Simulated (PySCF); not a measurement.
**Te⁺ (tellurium, charge +1) across methods**

[Kr] 4d10 5s2 5p2 5d1, one real determinant (an excited configuration). Calculation: PySCF 2.14, in dyall-av2z (22s16p12d, 130 functions); the non-relativistic Hamiltonian (point nucleus).

```tsv
method	E (hartree)	mean ε 5s β (eV)	mean ε 5p α (eV)	mean ε 5d α (eV)	Σ⟨r²⟩ (bohr²)	⟨S²⟩
PBE	-6613.08	-23.014	-16.053	-5.740	58.29	3.751
B97-3	-6613.27	-23.951	-17.216	-6.118	58.19	3.751
r2SCAN	-6613.62	-23.254	-16.600	-5.786	59.58	3.751
LC-wPBE	-6612.97	-26.566	-20.015	-7.875	56.70	3.751
PBE0	-6613.25	-23.953	-17.296	-6.223	57.93	3.751
UHF	-6611.08058	-25.514	-20.286	-7.166	57.98	3.752
LDA	-6607.92	-23.359	-16.070	-5.619	57.22	3.750
r2SCANh	-6613.64	-23.594	-17.007	-5.953	59.09	3.751
```

⟨L²⟩ = 7.27 against 12 for a pure F term, so this real determinant mixes terms. A non-relativistic calculation at this Z misses sizeable relativistic shifts. The outer electron is Rydberg-like, and this basis confines it to a smaller radius and binds it less than a complete one would.
